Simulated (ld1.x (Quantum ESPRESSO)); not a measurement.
**Transferability test, TM potential for Nd (Z = 60)**

neodymium (Nd), norm-conserving Troullier–Martins (Kleinman–Bylander form), made with ld1.x (Quantum ESPRESSO) 7.5 (PBE, fully relativistic). Core [Kr] 4d10 5s2, reference 4f4 5p6 5d0 6s0 6p0 (charge +2). Waves: 6s (bound, empty): rc 2.75 bohr; 5p (bound): rc 1.55 bohr; 5d (bound, empty): rc 3.20 bohr; 4f (bound): rc 1.35 bohr. Local part: all-electron potential smoothed inside 1.20 bohr (lloc = -1). Core correction: a·sin(br)/r model core inside 1.20 bohr.

Open shells are filled in proportion to 2j + 1 (rel_dist='average').

Energies are relative to the spin-unpolarised reference configuration 4f4 5p6 5d0 6s0 6p0; without spin polarisation the order of configurations can differ from experiment. Not all tests gave a result: 2 of 7 tests not solved or not reliable. Left out of the table: 4f4 5p6 5d0 6s0 6p2 (solver errors, printed error -830 eV); 4f4 5p6 5d0 6s1 6p1 (solver errors, printed error -917 meV).

```csv
valence configuration,charge,ΔE all-electron (eV),error AE − PS (meV)
4f4 5p6 5d0 6s2 6p0,0,-16.585,-1.6
4f4 5p6 5d0 6s1 6p0,+1,-10.786,-1.4
4f3 5p6 5d0 6s0 6p0,+3,22.390,+108
4f5 5p6 5d0 6s0 6p0,+1,-8.196,-28
4f3 5p6 5d1 6s2 6p0,0,-14.794,-53
```

Levels in the configuration 4f3 5p6 5d1 6s2 6p0:

```tsv
level	all-electron (eV)	pseudo (eV)
4f j=5/2	-7.153	-7.073
4f j=7/2	-6.699	-6.623
5p j=1/2	-26.928	-26.981
5p j=3/2	-23.691	-23.764
5d j=3/2	-3.059	-3.073
5d j=5/2	-2.833	-2.846
6s j=1/2	-3.869	-3.852
```

These tests converged, but a pseudo level misses the all-electron one widely, so the file describes the atom poorly there or has found another state: 4f4 5p6 5d0 6s1 6p0: empty 6p by 3.4 eV; 4f3 5p6 5d0 6s0 6p0: empty 6p by 5.1 eV.

A Bessel basis up to 400 Ry misses an occupied level by 0.04 Ry, so cutoffs and ghosts were not judged.
